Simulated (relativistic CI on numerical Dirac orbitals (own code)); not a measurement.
Method of calculation: Dirac-Coulomb-Breit CI, KLI orbitals optimised for each configuration, QED by a radiative potential, unscaled Slater integrals (own radial code, finite nucleus).

The strongest absorption lines from the ground level of an ion, among the configurations computed and to levels below about 1020 eV (vacuum wavelength in Å, gf): 13.262 (0.11), 44.655 (1.9), 45.652 (0.11), 46.010 (0.63), 51.046 (1.1), 57.043 (0.27), 59.446 (0.72), 60.918 (0.27).

Problem. Which ion is it?
A. Sn³¹⁺
B. Ba³⁷⁺
C. Ag²⁸⁺
D. I³⁴⁺

Solution. D. I³⁴⁺ has 19 electrons and the ground level 3s²3p⁶3d ²D3/2; the strongest line goes to 3s²3p⁵3d² ²D°3/2. The pattern of lines fixes the number of electrons, and along that sequence the line energies rise steadily with the charge (about as its square where n changes within one kind of shell, about linearly where n is kept but much faster in heavy ions where fine structure, which grows about as Z⁴, sets the gap, and irregularly where shells cross), which fixes Z. Configurations outside the model, such as inner-shell arrays, can give stronger lines. At this charge energies of transitions that change n are usually good to better than 1 %, and those within a shell (Δn = 0) to a few per cent.

LS names give the leading component of a level, which can be under half, so a name can repeat, a term be missing and a line seem to break the LS rules.
